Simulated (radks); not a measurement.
Spherical quantum dot in the effective-mass picture: electrons in a well V = -V0 / (1 + exp((r - R)/a)) with V0 = 17.1, R = 2.71, a = 0.3, all in effective atomic units (hartree* = m*/eps^2 hartree, bohr* = eps/m* bohr), one dielectric constant everywhere. Calculated with a radial shooting solver with Libxc functionals: non-relativistic Kohn-Sham, r2SCAN, spin-polarised, spherical densities, generalised Kohn-Sham scheme. Levels are named by radial order and angular momentum (1s, 1p, 1d, 2s, ...), and open shells are averaged over m.

N = 10, configuration 1s2 1p6 1d(up 2, down 0). This is the lowest configuration that the search found. Occupied and some empty levels:

| level | occupation | eigenvalue (hartree*) | <r> (bohr*) |
|---|---|---|---|
| 1s up | 1 | -10.704 | 1.427 |
| 1s down | 1 | -10.647 | 1.405 |
| 1p up | 3 | -10.052 | 1.602 |
| 1p down | 3 | -9.9670 | 1.594 |
| 1d up | 2 | -9.1266 | 1.735 |
| 1d down | 0 | -9.0255 | 1.733 |
| 2s up | 0 | -8.3190 | 1.340 |
| 2s down | 0 | -8.2823 | 1.356 |
| 1f up | 0 | -7.9881 | 1.844 |
| 1f down | 0 | -7.8779 | 1.843 |
| 2p up | 0 | -7.0178 | 1.541 |
| 2p down | 0 | -6.9652 | 1.537 |

Energy (hartree*): total -126.223, kinetic 12.896, external -162.34, Hartree 28.379, exchange-correlation -5.1603.
